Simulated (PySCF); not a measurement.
Species: C6H10ClF.
SMILES: `F[C@H]1CC[C@@H](CC1)Cl`

The closed-shell SCF was solved with PySCF and density fitting under several settings on one GFN2-xTB geometry (grid level 2 and gas phase unless stated).

| settings | basis functions | SCF cycles | E (Eh) | HOMO (eV) | LUMO (eV) | dipole (D) |
| --- | --- | --- | --- | --- | --- | --- |
| WP04/def2-SVPD | 250 | 14 | -806.2950 | -9.47 | -1.31 | 0.21 |
| HF/6-31++G**, IEF-PCM chloroform, energy threshold 1e-06 Eh | 208 | 7 | -791.9947 | -11.61 | 1.24 | 0.51 |

**Question.** Estimate the row for these settings: PBE/def2-SVPD, start guess vsap.

**Answer.** 
```json
{"settings": "PBE/def2-SVPD, start guess vsap", "basis functions": "250", "SCF cycles": "17", "E (Eh)": "-793.7541", "HOMO (eV)": "-7.01", "LUMO (eV)": "-0.35", "dipole (D)": "0.35"}
```

**Question.** Over all rows, what range does the HOMO–LUMO gap span?

**Answer.** From 6.66 eV (PBE/def2-SVPD, start guess vsap) to 12.85 eV (HF/6-31++G**, IEF-PCM chloroform, energy threshold 1e-06 Eh). The functional of the narrowest has no exact exchange, that of the widest 100 % exact exchange.

**Question.** And the dipole moment?

**Answer.** From 0.21 D (WP04/def2-SVPD) to 0.51 D (HF/6-31++G**, IEF-PCM chloroform, energy threshold 1e-06 Eh); the largest is 2.43 times the smallest, and the median is 0.35 D.

Whole jobs, the steps after the SCF included, on an x86-64 server with one thread, on a shared host:

```json
{"settings": "WP04/def2-SVPD", "work after the SCF": "12 singlets by TDA, polarisability, density and orbital grids written", "wall time": "38 s"}
{"settings": "HF/6-31++G**, IEF-PCM chloroform, energy threshold 1e-06 Eh", "work after the SCF": "25 singlets by TDHF, 2 Tamm–Dancoff triplets, polarisability", "wall time": "22 s"}
{"settings": "PBE/def2-SVPD, start guess vsap", "work after the SCF": "shieldings, ring-centre shieldings, charges and field gradients, density and orbital grids written", "wall time": "67 s"}
```

Cycle counts include a coarse-grid stage where the run had one. All basis functions are spherical, in the Pople sets too. WP04 was designed for NMR shieldings or shifts; total energies of different functionals aren't comparable. One conformer (not necessarily the lowest) at the GFN2-xTB geometry, without vibrations or thermal averaging.
